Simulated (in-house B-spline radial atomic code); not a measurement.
## Pr5+: [Kr] 4d10 5s2 5p6

Level of theory: Dirac-Kohn-Sham wB97X, spherical fractional occupations, Fermi nucleus of rms radius 4.8919 fm; calculated with a radial B-spline atomic code at the basis-set limit.

Effective charges: Z_r = [3n² - l(l+1)]/(2<r>) from the radius, Z_e = n√(-2ε) from the energy, and Slater's rules. Values are occupation-weighted means over j. An effective charge above Z reflects the relativistic contraction of the inner shells.

| shell | electrons | ε (eV) | <r> (bohr) | Z_r | Z_e | Slater |
| --- | --- | --- | --- | --- | --- | --- |
| 1s | 2 | -41925 | 0.02409 | 62.26 | 55.51 | 58.70 |
| 2s | 2 | -6827 | 0.1026 | 58.50 | 44.80 | 54.85 |
| 2p | 6 | -6131.6 | 0.09029 | 55.38 | 42.46 | 54.85 |
| 3s | 2 | -1545.9 | 0.2718 | 49.66 | 31.98 | 47.75 |
| 3p | 6 | -1323 | 0.2698 | 46.33 | 29.58 | 47.75 |
| 3d | 10 | -1001.9 | 0.2475 | 42.43 | 25.74 | 37.85 |
| 4s | 2 | -373.44 | 0.6172 | 38.89 | 20.96 | 31.25 |
| 4p | 6 | -299.02 | 0.6507 | 35.35 | 18.75 | 31.25 |
| 4d | 10 | -189.83 | 0.7091 | 29.61 | 14.94 | 19.85 |
| 5s | 2 | -103.16 | 1.394 | 26.90 | 13.77 | 13.25 |
| 5p | 6 | -81.27 | 1.544 | 23.64 | 12.22 | 13.25 |

The least bound orbital is 5p3/2 at -79.95 eV, and it is also the most diffuse (<r> = 1.563 bohr).

Spin-orbit splittings of the orbital energies (j = l + 1/2 above j = l - 1/2 when positive): 2p 482.2 eV, 3p 95.87 eV, 3d 20.59 eV, 4p 21.23 eV, 4d 3.832 eV, 5p 3.95 eV.

For the 1s electron the small component carries 4.78 % of the norm, the zero-frequency Breit interaction raises the level by 115.9 eV, self-energy by 67.96 eV, and vacuum polarisation lowers it by 10.28 eV.
